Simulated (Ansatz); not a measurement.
**Several solutions for singlet ScN**

```tsv
atom	x (Å)	y (Å)	z (Å)
Sc	0.0000	0.0000	0.0000
N	0.0000	0.0000	1.6900
```

Basis set: def2-SVP (spherical functions). Charge 0, multiplicity 1.

PBE0 (unrestricted) was run from several starts with Ansatz (development build ahead of 0.2.0).

```json
{"run": "A", "program": "Ansatz", "start": "stability test followed", "converged": "yes", "energy (hartree)": "-814.93948", "<S²>": "0.27"}
{"run": "B", "program": "Ansatz", "start": "search for the lowest state", "converged": "yes", "energy (hartree)": "-814.93948", "<S²>": "0.27"}
{"run": "C", "program": "Ansatz", "start": "atomic start, no search", "converged": "yes", "energy (hartree)": "-814.93848", "<S²>": "0.00"}
```

Task: Which runs reached the lowest solution of this kind, and what is wrong with the others?

Result: A, B reached the lowest solution found. Converged but too high: C by 0.03 eV. Convergence only shows a stationary point, and even a stable one can lie too high; stability tests and further starts are what find lower ones. Caution: the unrestricted determinant is spin contaminated.
